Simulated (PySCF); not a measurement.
## Oxygen: a sound run and one with changed settings

Sound run: O⁺ [He] 2s2 2p3, O²⁺ [He] 2s2 2p2. Computed with PySCF 2.14 in 6-31G*, with the non-relativistic Hamiltonian (point nucleus). The sound run starts from symmetry-adapted Hartree-Fock orbitals and uses a fine grid where one is needed.

A second run was set up differently.

| species | method | sound run (hartree) | changed run (hartree) | converged |
| --- | --- | --- | --- | --- |
| O⁺ | UHF | -74.34108 | -74.34108 | yes |
| O⁺ | MN15 | -74.47563 | -74.47563 | yes |
| O⁺ | r2SCAN | -74.52150 | -74.52150 | yes |
| O²⁺ | UHF | -73.06731 | -73.06731 | yes |
| O²⁺ | MN15 | -73.17615 | -73.17317 | yes |
| O²⁺ | r2SCAN | -73.21311 | -73.21474 | yes |

Ionisation energy of O⁺:

```
method  sound run (eV)  changed run (eV)
   UHF          34.661            34.661
  MN15          35.361            35.442
r2SCAN          35.603            35.559
```

Q: What was changed?
A. minimal basis
B. angular grid far too coarse
C. too few SCF iterations
D. level shift left on

A: B. It used 26 angular points. A coarse angular grid integrates products of high-l functions wrongly, so density functionals can shift, and the SCF can exploit the error; Hartree-Fock and MP2 need no grid.
